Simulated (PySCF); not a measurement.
Fluorine: a sound run and one with changed settings

Sound run: F⁺ [He] 2s2 2p4, F²⁺ [He] 2s2 2p3. Computed with PySCF 2.14 in jorge-DZP-DKH, with scalar relativity by spin-free X2C-1e. The sound run starts from symmetry-adapted Hartree-Fock orbitals and uses a fine grid where one is needed.

A second run was set up differently.

| species | method | sound run (hartree) | changed run (hartree) | converged |
| --- | --- | --- | --- | --- |
| F⁺ | UHF | -98.90751 | -98.90751 | yes |
| F⁺ | B3LYP | -99.19116 | -99.19037 | yes |
| F⁺ | M06-2X | -99.16654 | -99.16844 | yes |
| F²⁺ | UHF | -97.67574 | -97.67574 | yes |
| F²⁺ | B3LYP | -97.87716 | -97.87716 | yes |
| F²⁺ | M06-2X | -97.87193 | -97.87193 | yes |

Ionisation energy of F⁺:

```tsv
method	sound run (eV)	changed run (eV)
UHF	33.518	33.518
B3LYP	35.756	35.734
M06-2X	35.228	35.280
```

Question: What was changed?
A. basis contracted for another Hamiltonian
B. a valence shell is frozen
C. angular grid far too coarse
D. too few SCF iterations

Answer: C. It used 26 angular points. A coarse angular grid integrates products of high-l functions wrongly, so density functionals can shift, and the SCF can exploit the error; Hartree-Fock and MP2 need no grid.
